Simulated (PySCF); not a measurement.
A structure optimised at B3LYP-D3(BJ)/def2-SVP, used in a PySCF frequency run:

```xyz
6

B     -0.4988    -1.2531     0.0000
F      0.3890    -2.2330     0.0000
H     -1.6707    -1.5262     0.0000
N     -0.0363     0.0840     0.0000
C      0.0119     1.2852     0.0000
O      0.1058     2.4487     0.0000
```
Charge 0, spin multiplicity 1.

Q: Write its SMILES, formula and point group.

A: O=C=NBF, CHBFNO, Cs

Q: What are its rotational constants (standard atomic weights)?

A: 59.431, 2.1981, 2.1197 GHz
